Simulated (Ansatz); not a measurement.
One change: `NB(O)C=O` becomes `NB(O)F`.

Ansatz, PBE0-D4/def2-TZVP geometries, multiplicity 1. Each molecule was computed in one conformer, which needn't be the lowest.

```tsv
property	`NB(O)C=O`
HOMO–LUMO gap (PBE/def2-TZVPP) / eV	2.75
LUMO energy (B3LYP/def2-TZVPP) / eV	-1.72
size of the dipole moment (B3LYP/def2-TZVPP) / D	3.69
HOMO–LUMO gap (PBE0/def2-TZVPP) / eV	5.45
LUMO energy (PBE/def2-TZVPP) / eV	-2.55
zero-point energy (PBE0-D4/def2-TZVP) / kJ/mol	171.3
```

**Question.** What does the change do to each property? (Estimate.)

**Answer.** The calculation gave: 
```csv
property,`NB(O)F`,shift
HOMO–LUMO gap (PBE/def2-TZVPP) / eV,6.17,3.42
LUMO energy (B3LYP/def2-TZVPP) / eV,0.01,1.73
size of the dipole moment (B3LYP/def2-TZVPP) / D,3.60,-0.09
HOMO–LUMO gap (PBE0/def2-TZVPP) / eV,8.52,3.07
LUMO energy (PBE/def2-TZVPP) / eV,-0.42,2.13
zero-point energy (PBE0-D4/def2-TZVP) / kJ/mol,128.2,-43.1
```

With PBE0 the HOMO falls by 1.21 eV and the LUMO rises by 1.86 eV, so the gap widens by about 3.07 eV. PBE moves the HOMO by -1.29 eV and ωB97M-V by -1.22 eV. The zero-point energy changes by -43.1 kJ/mol with -6 modes. Dipoles are sizes alone; their direction can turn.

B3LYP here is the variant with VWN-RPA as its local correlation; programs differ in this.
